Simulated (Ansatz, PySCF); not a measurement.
C4H2BrCl, SMILES C#C/C(Br)=C\Cl. Atoms are numbered in the order given.

```xyz
8

C      2.6589     0.7465     0.0000
C      1.4834     0.4621     0.0000
C      0.0988     0.1081     0.0000
Br    -0.2904    -1.7419     0.0000
C     -0.9191     0.9805     0.0000
Cl    -0.6771     2.6779     0.0000
H      3.7036     1.0060     0.0000
H     -1.9611     0.6550     0.0000
```

The structure is a stationary point at ωB97X-D3(BJ)/def2-SVP. The structure was generated by enumeration; whether it is a known compound was not checked.

Vertical ionisation energy (IE) and electron affinity (EA) in eV. Rows of orbital energies are one-electron estimates. Where ΔSCF, EOM or ADC give a negative EA the extra electron is unbound and the value depends on the basis.

| level | IE | EA |
|---|---|---|
| −ε(HOMO), −ε(LUMO), HF/def2-TZVP (PySCF) | 9.46 | -2.03 |
| −ε(HOMO), −ε(LUMO), PBE/def2-TZVP (PySCF) | 6.05 | 2.45 |
| ΔSCF, CAM-B3LYP/def2-SVPD (Ansatz), final states of multiplicity 2 and 2 | 9.20 | -0.03 |
| ΔSCF, PBE/def2-SVPD (Ansatz), final states of multiplicity 2 and 2 | 8.81 | -0.08 |

Question: What vertical singlet–triplet gap does ΔSCF give with CAM-B3LYP/def2-SVPD (Ansatz, a program for electronic structure) and with PBE/def2-SVPD (Ansatz)? (An estimate is asked for; the answer gives what the named calculation found.)

Answer: 3.16 and 3.05 eV (triplet above singlet where positive).
